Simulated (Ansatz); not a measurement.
C₁₂H₁₀O₂S⁺, that is diphenyl sulfone with one electron fewer. Charge 1, multiplicity 2. Geometry r2SCAN-D4/def2-SVP, that of the neutral singlet; atoms count from 1.

Cartesian coordinates in Å:
```
O -2.0205 -0.5356 1.8423
S -0.5917 -0.6633 1.5216
O 0.3613 -1.3245 2.4246
C -0.4747 -1.4871 -0.0725
C 0.6842 -2.2036 -0.3817
C 0.7653 -2.8482 -1.6184
C -0.3041 -2.7769 -2.5179
C -1.4646 -2.0697 -2.1845
C -1.5592 -1.4210 -0.9511
C 0.0338 0.9929 1.2062
C -0.8656 2.0002 0.8478
C -0.3742 3.2865 0.6125
C 0.9937 3.5499 0.7446
C 1.8779 2.5331 1.1220
C 1.4000 1.2425 1.3609
H 1.4937 -2.2634 0.3507
H 1.6632 -3.4162 -1.8776
H -0.2364 -3.2855 -3.4840
H -2.3039 -2.0312 -2.8847
H -2.4637 -0.8834 -0.6544
H -1.9322 1.7715 0.7768
H -1.0629 4.0890 0.3335
H 1.3728 4.5594 0.5616
H 2.9436 2.7486 1.2399
H 2.0643 0.4357 1.6817
```

**Question.** Estimate the Mulliken populations from the PBE0/def2-SVP orbitals of Ansatz.

**Answer.** 
| atom | charge (e) | spin (α − β) |
| --- | --- | --- |
| O1 | -0.39 | 0.06 |
| S2 | 0.81 | -0.05 |
| O3 | -0.39 | 0.06 |
| C4 | -0.10 | 0.22 |
| C5 | 0.04 | 0.02 |
| C6 | 0.00 | -0.01 |
| C7 | 0.06 | 0.25 |
| C8 | 0.00 | -0.02 |
| C9 | 0.04 | 0.02 |
| C10 | -0.10 | 0.22 |
| C11 | 0.04 | 0.02 |
| C12 | 0.00 | -0.01 |
| C13 | 0.06 | 0.25 |
| C14 | 0.00 | -0.02 |
| C15 | 0.04 | 0.02 |
| H16 | 0.09 | 0.00 |
| H17 | 0.09 | 0.00 |
| H18 | 0.10 | -0.01 |
| H19 | 0.09 | 0.00 |
| H20 | 0.09 | 0.00 |
| H21 | 0.09 | 0.00 |
| H22 | 0.09 | 0.00 |
| H23 | 0.10 | -0.01 |
| H24 | 0.09 | 0.00 |
| H25 | 0.09 | 0.00 |
Mulliken values and Mayer orders depend strongly on the basis.

**Question.** Where does the spin sit?

**Answer.** Summed by element: O 0.12, S -0.05, C 0.95, H -0.03, of 1 unpaired in all. Largest on single atoms: C7 0.25, C13 0.25, C4 0.22.

**Question.** And the Mayer bond orders between bonded heavy atoms (over 0.3)?

**Answer.** O1–S2 1.69 (1.47 Å); S2–O3 1.69 (1.47 Å); S2–C4 0.81 (1.80 Å); S2–C10 0.81 (1.80 Å); C4–C5 1.28 (1.40 Å); C4–C9 1.28 (1.40 Å); C5–C6 1.46 (1.40 Å); C6–C7 1.30 (1.40 Å); C7–C8 1.30 (1.40 Å); C8–C9 1.46 (1.40 Å); C10–C11 1.28 (1.40 Å); C10–C15 1.28 (1.40 Å); C11–C12 1.46 (1.40 Å); C12–C13 1.30 (1.40 Å); C13–C14 1.30 (1.40 Å); C14–C15 1.46 (1.40 Å).
